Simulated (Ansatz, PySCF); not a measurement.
Mean bond length (Å) of eight silicon and germanium compounds: PBE-D3(BJ) beside ωB97X-D3(BJ), computed with Ansatz (a first-principles code) and PySCF for isolated molecules in the bases named; differences from unrounded values. The eight are the first of their class met in an unordered collection, after screening for sound electronic states; none was chosen by its value. Each level has its own optimised geometry.

```tsv
molecule	basis	ωB97X-D3(BJ)	PBE-D3(BJ)	difference
Ge(H)(F)2(Et) (C2H6F2Ge), SMILES [CH2](C)[GeH]([F])[F]	def2-SVP	1.397	1.409	0.012
Si(Cl)(F)2(NHMe) (CH4ClF2NSi), SMILES CN[Si](F)(F)Cl	def2-SVP	1.413	1.423	0.010
C₂H₈ClNSi₂, SMILES C[Si@H](Cl)/C=N/[SiH3]	def2-SVP	1.481	1.493	0.012
CH3ClF2SSi, SMILES S([Si](F)(F)Cl)C	def2-SVP	1.557	1.571	0.014
C₂H₄ClFOSi, SMILES C[Si@@](F)(Cl)C=O	def2-SVP	1.453	1.465	0.013
Se(Br)(GeH3) (BrGeH3Se), SMILES [GeH3][Se]Br	def2-SVP	1.854	1.880	0.025
C2H5NOSi, SMILES C[SiH2]N=C=O	def2-SVP	1.361	1.371	0.010
B(Me)(SiH3)2 (CH₉BSi₂), SMILES CB([SiH3])[SiH3]	def2-SVP	1.492	1.502	0.009
```

PBE-D3(BJ) lies below ωB97X-D3(BJ) in 0 and above it in 8 of the eight; the mean signed difference is 0.013 and the largest 0.025 Å.
